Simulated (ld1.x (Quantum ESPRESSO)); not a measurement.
# What one change does to a pseudopotential (Pb, TM)

Pb, norm-conserving Troullier–Martins (Kleinman–Bylander form), made with ld1.x (Quantum ESPRESSO) 7.5 (PBEsol, scalar-relativistic). Core [Xe] 4f14, reference 5d10 6s2 6p1 (charge +1). Waves: 6p (bound): rc 2.70 bohr; 5d (bound): rc 1.30 bohr; 5f channel at -0.1 Ry: rc 2.65 bohr; 6s (bound): rc 1.80 bohr. Local part: the s channel. Core correction: a·sin(br)/r model core, default radius (core density twice the valence density).

Change: wave 6p (bound): rc 2.70 bohr becomes 6p (bound): rc 2.58 bohr.

Cutoffs: the cutoffs (Ry, on a coarse ladder) from which the occupation-weighted sum of valence levels, in a spherical-Bessel basis at the reference potential, stays within 10 and 1 mRy of its value at 400 Ry; they do not see the model core or the augmentation charge, which bear on the density cutoff. Errors are all-electron minus pseudo energies relative to the spin-unpolarised reference configuration.

What does the change do?

The potential gets neither clearly harder nor softer (80 Ry and 100 Ry → 80 Ry and 100 Ry); of the 7 tests that both files solve, the error grows in 2 and shrinks in 0 by more than 15 % and 0.3 meV (median size 5.8 → 6.8 meV); neither file shows a bound ghost.

```csv
quantity,base,changed
"cutoff, loose",80 Ry,80 Ry
"cutoff, tight",100 Ry,100 Ry
bound ghosts,none,none
"error for 5d10 6s2 6p2, meV [ΔE -6.60 eV]",+3.1,+3.0
"error for 5d10 6s2 6p0, meV [ΔE 13.45 eV]",-9.8,-9.6
"error for 5d10 6s1 6p0, meV [ΔE 45.93 eV]",-37,-36
"error for 5d10 6s1 6p3, meV [ΔE 2.17 eV]",-5.7,-6.8
"error for 5d10 6s2 6p2.3, meV [ΔE -7.40 eV]",+3.7,+3.6
"error for 5d9 6s2 6p2, meV [ΔE 20.56 eV]",-192,-198
"error for 5d10 6s1 6p2, meV [ΔE 9.58 eV]",-5.8,-6.7
```
